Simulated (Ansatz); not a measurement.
Two members of one family (Oligo(thiazole), silylethynyl ends), computed with Ansatz in the gas phase. The two geometries come from different levels. Binding counts from free atoms in the multiplicity of their measured ground term, without zero-point energy. Sets without diffuse functions give affinities that are too small. A dash marks a value that wasn't run or was left out as unsound. The structures are stationary points that may keep the symmetry of their start.

First: C[Si](C)(C)C#Cc1cnc(-c2cnc(-c3cnc(-c4cnc(C#C[Si](C)(C)C)s4)s3)s2)s1 (singlet, charge 0, r2SCAN-D4/def2-SVP geometry).

Cartesian coordinates in Å:
```
C 8.092 -7.917 1.745
Si 8.769 -6.273 1.140
C 9.902 -5.510 2.431
C 9.677 -6.484 -0.490
C 7.340 -5.134 0.867
C 6.383 -4.381 0.692
C 5.288 -3.527 0.498
C 4.012 -3.594 1.053
N 3.143 -2.628 0.687
C 3.691 -1.776 -0.156
C 3.007 -0.645 -0.717
C 3.457 0.325 -1.608
N 2.570 1.278 -1.957
C 1.408 1.091 -1.358
C 0.284 1.965 -1.557
C 0.254 3.094 -2.374
N -0.909 3.772 -2.413
C -1.823 3.217 -1.642
C -3.156 3.737 -1.497
C -3.661 4.873 -2.129
N -4.941 5.191 -1.857
C -5.485 4.333 -1.014
C -6.803 4.378 -0.525
C -7.954 4.410 -0.096
Si -9.699 4.526 0.510
C -10.748 5.187 -0.899
C -9.731 5.703 1.973
C -10.263 2.810 1.022
S -4.389 3.044 -0.499
S -1.269 1.772 -0.801
S 1.350 -0.313 -0.305
S 5.363 -2.133 -0.558
H 8.912 -8.631 1.926
H 7.411 -8.365 1.003
H 7.534 -7.797 2.687
H 10.284 -4.531 2.097
H 9.374 -5.357 3.386
H 10.768 -6.165 2.622
H 10.054 -5.519 -0.866
H 9.020 -6.913 -1.263
H 10.541 -7.159 -0.367
H 3.708 -4.377 1.751
H 4.469 0.344 -2.024
H 1.118 3.419 -2.956
H -3.062 5.480 -2.811
H -10.716 4.514 -1.771
H -11.800 5.286 -0.586
H -10.396 6.178 -1.226
H -10.758 5.810 2.360
H -9.370 6.703 1.687
H -9.095 5.337 2.796
H -11.302 2.840 1.388
H -10.223 2.107 0.175
H -9.631 2.405 1.828
```

```tsv
level	HOMO (eV)	LUMO (eV)	gap (eV)	vertical IE (eV)	vertical EA (eV)	vertical triplet (eV)	binding per atom (eV)
PBE-D4/def2-SVP	-5.14	-3.38	1.76	6.65	1.93	1.64	4.96
r2SCAN-D4/def2-SVP	-5.35	-3.46	1.89	–	–	–	4.78
PBE0-D4/def2-SVP	-5.98	-2.90	3.08	7.02	1.92	1.89	4.83
```

Second: C[Si](C)(C)C#Cc1cnc(-c2cnc(-c3cnc(-c4cnc(-c5cnc(-c6cnc(C#C[Si](C)(C)C)s6)s5)s4)s3)s2)s1 (singlet, charge 0, PBE-D4/def2-SVP geometry).

```xyz
66

C    12.776    8.125    2.384
Si   11.996    8.542    0.714
C    13.199    8.182   -0.699
C    11.438   10.347    0.671
C    10.507    7.464    0.494
C     9.509    6.744    0.363
C     8.375    5.926    0.212
C     7.500    5.436    1.189
N     6.480    4.660    0.755
C     6.506    4.510   -0.561
C     5.545    3.738   -1.304
C     5.442    3.490   -2.677
N     4.410    2.712   -3.075
C     3.675    2.327   -2.040
C     2.509    1.489   -2.171
C     1.986    0.969   -3.360
N     0.877    0.203   -3.243
C     0.492    0.093   -1.981
C    -0.657   -0.661   -1.553
C    -1.191   -0.874   -0.279
N    -2.301   -1.647   -0.212
C    -2.669   -2.061   -1.419
C    -3.811   -2.899   -1.669
C    -4.311   -3.406   -2.873
N    -5.419   -4.176   -2.790
C    -5.823   -4.300   -1.532
C    -6.984   -5.069   -1.155
C    -7.822   -5.772   -2.029
N    -8.861   -6.432   -1.471
C    -8.882   -6.280   -0.154
C    -9.827   -6.832    0.734
C   -10.652   -7.312    1.521
Si  -11.929   -8.064    2.637
C   -13.377   -6.858    2.767
C   -12.480   -9.694    1.858
C   -11.141   -8.354    4.329
S    -7.558   -5.266    0.474
S    -4.822   -3.443   -0.355
S    -1.631   -1.499   -2.735
S     1.521    0.965   -0.831
S     4.240    2.925   -0.477
S     7.841    5.348   -1.359
H    13.672    8.755    2.562
H    12.060    8.302    3.212
H    13.090    7.061    2.422
H    14.110    8.808   -0.600
H    13.510    7.119   -0.697
H    12.736    8.403   -1.682
H    10.960   10.593   -0.298
H    10.706   10.555    1.477
H    12.306   11.025    0.810
H     7.618    5.656    2.260
H     6.147    3.890   -3.422
H     2.444    1.165   -4.340
H    -0.760   -0.452    0.642
H    -3.852   -3.208   -3.855
H    -7.654   -5.792   -3.115
H   -13.825   -6.667    1.771
H   -13.051   -5.886    3.189
H   -14.167   -7.274    3.427
H   -11.629  -10.399    1.765
H   -13.262  -10.176    2.479
H   -12.897   -9.526    0.844
H   -10.798   -7.400    4.778
H   -11.875   -8.815    5.021
H   -10.267   -9.031    4.251
```

Question: Estimate the same table for the second.

Answer: 
```
             level  HOMO (eV)  LUMO (eV)  gap (eV)  vertical IE (eV)  vertical EA (eV)  vertical triplet (eV)  binding per atom (eV)
   PBE-D4/def2-SVP      -5.11      -3.55      1.55              6.38              2.34                   1.47                   5.10
r2SCAN-D4/def2-SVP      -5.32      -3.65      1.67                 –                 –                      –                   4.89
  PBE0-D4/def2-SVP      -5.92      -3.10      2.82              6.82              2.27                   1.80                   4.94
```
